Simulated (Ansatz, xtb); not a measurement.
**Relative energy of two isomers of C5H11ClSi**

We compare a, `ClC[SiH]1CCCC1`, a singlet, with b, `ClC[C@@H]1CC[SiH2]C1`, a singlet. Both are isolated molecules in the gas phase, relaxed with PBE-D3(BJ)/def2-SVP; each stands in its lowest conformer found.

a (Å):

```xyz
18

C     0.6849   -0.3688    3.1156
C     1.4505    0.2333    0.1002
C     0.4361    0.0992   -1.0610
C    -0.8799   -0.4839   -0.5078
C    -1.3043    0.3273    0.7402
Cl    0.4716   -2.1169    2.6784
Si    0.3588    0.7228    1.5834
H    -0.0206   -0.1472    3.9413
H     1.7147   -0.2486    3.5081
H     0.5006    2.1570    2.0342
H     1.9027   -0.7554    0.3316
H     2.2789    0.9340   -0.1232
H     0.2339    1.1043   -1.4942
H     0.8352   -0.5235   -1.8895
H    -1.6736   -0.4983   -1.2845
H    -0.7054   -1.5395   -0.2063
H    -1.8000    1.2767    0.4437
H    -2.0131   -0.2250    1.3890
```

b (Å):

| atom | x (Å) | y (Å) | z (Å) |
| --- | --- | --- | --- |
| C | 0.7048 | -0.9165 | -1.7481 |
| C | 0.4648 | -0.5439 | -0.2865 |
| C | 0.9013 | -1.6386 | 0.7128 |
| C | 0.5499 | -1.1896 | 2.1465 |
| C | -0.9982 | -0.1478 | 0.0277 |
| Cl | -0.2558 | -2.3624 | -2.2737 |
| Si | -1.1170 | -0.2747 | 1.9293 |
| H | 0.4150 | -0.0908 | -2.4261 |
| H | 1.7676 | -1.1705 | -1.9299 |
| H | 1.1134 | 0.3481 | -0.1122 |
| H | 0.3516 | -2.5703 | 0.4563 |
| H | 1.9825 | -1.8692 | 0.5979 |
| H | 1.3048 | -0.4687 | 2.5275 |
| H | 0.5195 | -2.0335 | 2.8635 |
| H | -1.1491 | 1.0602 | 2.6280 |
| H | -2.3130 | -1.0680 | 2.3861 |
| H | -1.6783 | -0.8992 | -0.4285 |
| H | -1.2698 | 0.8408 | -0.3931 |

Energies in hartree; the thermal terms are from GFN2-xTB frequencies at re-optimised GFN2-xTB minima (ideal gas, soft modes damped towards free rotors, one conformer each, 298.15 K, 1 atm) and include the zero-point energy:

```
                              a           b
E, CCSD(T)/def2-SVP  −944.868382  −944.865439
    E, MP2/def2-SVP  −944.750252  −944.747192
  E, MP2/def2-TZVPP  −945.459233  −945.451731
  zero-point energy     0.147344     0.145408
       H(298 K) − E     0.156985     0.154652
       G(298 K) − E     0.113262     0.112090
```

Question: Correct the CCSD(T) difference for the basis set by the MP2 change, then work out ΔE, ΔE₀, ΔH and ΔG for a → b in kJ/mol (1 Eh = 2625.50 kJ/mol) and the equilibrium ratio [b]/[a].

Answer: 1. Differences b − a: CCSD(T) +0.002943, MP2 in the small set +0.003060, MP2 in the large set +0.007502 Eh.
2. ΔE = +0.002943 + (+0.007502 − (+0.003060)) = +0.007385 Eh = +19.39 kJ/mol.
3. ΔE₀ = ΔE + ΔZPE = +0.007385 + (−0.001936) Eh = +14.31 kJ/mol.
4. ΔH = ΔE + (−0.002333) Eh = +13.26 kJ/mol.
5. ΔG = ΔE + (−0.001172) Eh = +16.31 kJ/mol, so ΔS = (ΔH − ΔG)/T = −10.2 J/(mol K).
6. kT = 0.9442 mEh, so K = [b]/[a] = exp(−ΔG/kT) = exp(−6.58) ≈ 0.0014.

Structure a is favoured at this temperature. An error of 4 kJ/mol in ΔG would change K by a factor of 5. GFN2-xTB gave ΔE the other sign. Mirror images and further conformers aren't counted.

As drawn, b has 1 C–C, 1 Si–H in place of 1 C–Si, 1 C–H.

Other levels gave ΔE = −37.8 (GFN2-xTB); +33.7 (HF/STO-3G, GFN2-xTB geometries); +16.1 (r2SCAN-D4/def2-SVP, GFN2-xTB geometries); +16.3 (PBE-D3(BJ)/def2-SVP); +14.7 (HF/def2-SVP); +8.0 (MP2/def2-SVP); +7.7 (CCSD(T)/def2-SVP) kJ/mol. The correlated steps freeze 15 core orbitals. Programs: Ansatz 0.2.0, xtb 6.7.1.
